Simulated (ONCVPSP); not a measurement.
## B (Z = 5), ONCV: configuration errors across variants

boron, optimised norm-conserving Vanderbilt (ONCV), made with ONCVPSP 4.0.1 (LDA (Perdew-Wang 92), scalar-relativistic). Core [He], reference 2s1 2p2. Waves: 2s: rc 1.40 bohr, ncon 4, nbas 8, qcut 4.8 1/bohr, 2 projectors, debl 3 Ha; 2p: rc 2.50 bohr, ncon 3, nbas 6, qcut 6.9 1/bohr, 2 projectors, debl 3.7 Ha. Local part: polynomial inside 1.20 bohr (lpopt 1, dvloc0 0 Ha). Core correction: Teter function, fcfact 2.25, rcfact 1.7.

All-electron excitation energies from the reference (eV): (1) 2s2 2p1 -5.685; (2) 2s2 2p0 2.637; (3) 2s1 2p0 27.934; (4) 2s1 2p1 8.592.

Errors AE − PS in meV (a dash: test not solved or not reliable):

```tsv
change	(1)	(2)	(3)	(4)	bound ghosts	GHOST(+) flags above zero
base	0.0	+59	+167	+15	none	none
p: qcut 4.9	-4.7	+96	+288	+24	none	none
p: qcut 5.8	-1.1	+68	+195	+17	none	none
p: qcut 7.6	+0.2	+57	+159	+15	none	none
p: qcut 8.3	+0.5	+54	+150	+14	none	none
p: qcut 9.5	+0.7	+53	+145	+13	none	none
p: qcut 10.3	+0.8	+52	+143	+13	none	none
```

Give the same row for: p: qcut 4.2.

-8.9, +124, +384, +33; bound ghosts: none; GHOST(+) flags above zero: none.
